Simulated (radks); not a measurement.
Task: Species: Tb V. Configuration: [Xe] 4f7. Method: scalar-relativistic Kohn-Sham, SCAN, spin-polarised, spherical densities, finite nucleus; open shells are filled with parallel spins first (spin-orbit coupling, left out, can overturn this in heavy ions); meta-GGA in the generalised Kohn-Sham scheme; Fermi nuclear charge, rms radius 5.06 fm; computed with a radial shooting solver on a logarithmic mesh with Libxc functionals. Some entries of the table are withheld. Estimate them.

orbital  occ.  eigenvalue (eV)  <r> (bohr)
1s down     1        -51979.76     0.02151
1s up       1        -51979.76     0.02151
2s up       1        -8683.680     0.09145
2s down     1        -8683.544     0.09145
2p up       3        -7717.854     0.08089
2p down     3        -7717.757     0.08089
3s up       1        -1980.197      0.2391
3s down     1        -1976.597      0.2388
3p up       3        -1680.260      0.2381
3p down     3        -1676.549      0.2377
3d up       5        -1289.267      0.2169
3d down     5        -1286.253      0.2164
4s up       1        -442.7122      0.5397
4s down     1        -434.5721      0.5403
4p up       3        -343.0881      0.5706
4p down     3        -334.9690      0.5717
4d up       5        -206.0498      0.6174
4d down     5        -197.8221      0.6202
5s up       1         -95.1944         (1)
5s down     1         -92.5785         (2)
5p up       3         -69.6517       1.435
5p down     3         -67.5908       1.465
4f up       7              (3)      0.7704

Result: 
(1) 5s up <r> (bohr): 1.262
(2) 5s down <r> (bohr): 1.289
(3) 4f up eigenvalue (eV): -57.0972
